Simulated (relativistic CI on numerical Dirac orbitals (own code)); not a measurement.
## V²⁺: K-beta X-ray emission

Computed with this model: Dirac-Coulomb-Breit CI, separate exchange-only KLI orbitals for each configuration, model QED, valence Slater integrals scaled by 0.7, multiplet model of X-ray emission after core ionisation; configurations [Ar] 3d3 → 1s 2s2 2p6 3s2 3p6 3d3 → [Ne] 3s2 3p5 3d3; 80 K; Lorentzian 1.6 eV and Gaussian 1 eV FWHM. Energies are those of the free ion, without screening or charge transfer. S is read from ⟨S²⟩ = S(S + 1).

Field parameters in Wybourne normalisation: D4h B²₀ = −7Ds, B⁴₀ = 21(Dq − Dt), B⁴₄ = 21√(5/14) Dq; Oh B⁴₀ = 21Dq, B⁴₄ = √(5/14) B⁴₀. The field is a parameter set, without covalency.

Peaks in eV (height, largest 100): 5413.6 (10), 5416.2 (14), 5420.8 (8), 5428.8 (100).

(1) Which surroundings give this spectrum?
A. D4h, 10Dq = 19300, Ds = 2520, Dt = -340 cm⁻¹
B. free ion
C. Oh, 10Dq = 11450 cm⁻¹

Answers

(1) B. free ion, where the ground state has S = 1.50.
